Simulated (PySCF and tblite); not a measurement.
Results of a calculation; reference values are marked as such.
C7H14O, numbered as in [CH3:1][O:2][CH:3]1[CH2:4][CH2:5][CH2:6][CH2:7][CH2:8]1.

Conformers came from 90 starts (ETKDG and KDG, MMFF94s, GFN2-xTB); geometries are PBE0-D3(BJ)/def2-SVP. Energies: B3LYP-D3(BJ)/def2-SVPD (IEF-PCM, chloroform), with GFN2-xTB thermal terms (modes under about 100 cm⁻¹ blended into free rotors). Symmetry numbers and mirror images are counted. Conformers within 3 kcal/mol (GFN2-xTB free energy) were kept, 7 at most. Run with PySCF (density fitting) and tblite.

Torsions listed: C1–O2–C3–C4. The 6-ring runs over atoms 3–4–5–6–7–8. Of a mirror pair one member is shown.

```json
{"conformer": "1", "shape": "6-ring chair (O2 axial); -72°", "symmetry": "C1 (pair)"}
{"conformer": "2", "shape": "6-ring chair (all substituents equatorial); -164°", "symmetry": "C1 (pair)"}
```

(1) Which of these conformers is the most populated at 298.15 K, and with what share?

(2) Give the DFT energies and free energies relative to the lowest, and all weights.

(3) How does its share change from 150 K to 400 K?

Results:

(1) Conformer 2, about 75 %.

(2) 
| conformer | shape | E(DFT) kcal/mol | G(298.15 K) kcal/mol | weight % |
| --- | --- | --- | --- | --- |
| 1 | 6-ring chair (O2 axial); -72° | 0.57 | 0.66 | 24.7 |
| 2 | 6-ring chair (all substituents equatorial); -164° | 0.00 | 0.00 | 75.3 |

(3) From 89 % to 71 %; the mixing entropy goes from 2.07 to 2.58 cal/(mol K).
